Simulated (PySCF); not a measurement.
A side-by-side comparison of computed properties.

First species: C₄H₁₀Ge.
SMILES: `CC/C=[CH]\[GeH3]`

Second species: C4H10Ge.
SMILES with atom numbers: `[CH3:1][CH:2]1[CH2:3][GeH2:4][CH2:5]1` (hydrogens: H6, H7, H8 on C1; H9 on C2; H10, H11 on C3; H12, H13 on Ge4; H14, H15 on C5)

Geometry (PBE0-D3(BJ)/def2-SVP, Å), atoms numbered from 1 in this order:
```xyz
15
C4H10Ge angstrom
C      1.8198   -0.4383   -0.1152
C      0.8016    0.6465    0.2047
C     -0.0849    0.9766   -1.0295
Ge    -1.4890   -0.1987   -0.2827
C     -0.2594    0.1481    1.2270
H      1.3263   -1.3532   -0.4858
H      2.5250   -0.1058   -0.8929
H      2.4012   -0.7153    0.7778
H      1.3453    1.5349    0.5731
H      0.3648    0.7628   -2.0096
H     -0.4334    2.0208   -1.0254
H     -1.5294   -1.6439   -0.8181
H     -2.9309    0.3431   -0.1974
H      0.0642   -0.6679    1.8889
H     -0.6563    0.9657    1.8481
```

Levels: B3LYP/def2-SVPD for dipole moment, HOMO energy, LUMO energy, HOMO–LUMO gap, static isotropic polarisability and electronic spatial extent ⟨r²⟩ about the centre of nuclear charge; TDDFT B3LYP/def2-SVPD for lowest singlet excitation; TDA B3LYP/def2-SVPD for lowest triplet excitation (Tamm–Dancoff); ΔSCF B3LYP/def2-SVPD for vertical ionisation energy; PBE0-D3(BJ)/def2-SVP for rotational constant A and rotational constant C. Geometries: PBE0-D3(BJ)/def2-SVP. Each structure is a single optimised conformer of the isolated species, non-relativistic unless stated. Electronic properties by PySCF.

Dipoles, sizes and rotational constants follow the conformer. The torsions of the flexible species, by atom-mapped SMILES:
- `[CH3:1][CH2:2]/[CH:3]=[CH:4]\[GeH3:5]`: C1–C2–C3–C4 -123°

Values for the first species:

```
Dipole moment                                                     : 1.05 D
HOMO energy                                                       : -7.23 eV
LUMO energy                                                       : -0.56 eV
HOMO–LUMO gap                                                     : 6.67 eV
Lowest singlet excitation                                         : 6.42 eV
Lowest triplet excitation (Tamm–Dancoff)                          : 4.18 eV
Static isotropic polarisability                                   : 84.1 au
Vertical ionisation energy                                        : 9.37 eV
Electronic spatial extent ⟨r²⟩ about the centre of nuclear charge : 1005 bohr²
Rotational constant A                                             : 7.408 GHz
Rotational constant C                                             : 1.179 GHz
```

Question: Estimate the same properties for the second species, and the change in each.

Answer: 
```csv
property,first,second,second less first
dipole moment,1.05 D,0.49 D,-0.56 D
HOMO energy,-7.23 eV,-7.51 eV,-0.28 eV
LUMO energy,-0.56 eV,0.11 eV,+0.67 eV
HOMO–LUMO gap,6.67 eV,7.62 eV,+0.95 eV
lowest singlet excitation,6.42 eV,6.59 eV,+0.17 eV
lowest triplet excitation (Tamm–Dancoff),4.18 eV,6.06 eV,+1.88 eV
static isotropic polarisability,84.1 au,79.2 au,-4.9 au
vertical ionisation energy,9.37 eV,9.61 eV,+0.24 eV
electronic spatial extent ⟨r²⟩ about the centre of nuclear charge,1005 bohr²,688 bohr²,-317 bohr²
rotational constant A,7.408 GHz,6.191 GHz,-1.217 GHz
rotational constant C,1.179 GHz,2.065 GHz,+0.886 GHz
```

On the first: The principal polarisabilities are 68.8, 77.3 and 106.1 au; their mean is the isotropic value. Relativistic effects, spin–orbit coupling among them, are left out although an element past zinc is present.

On the second: A dipole of 0.49 D is allowed in Cs, and pure rotational transitions are dipole-allowed. The ΔSCF ionisation energy exceeds −ε(HOMO) by 2.10 eV with B3LYP. Relativistic effects, spin–orbit coupling among them, are left out although an element past zinc is present.
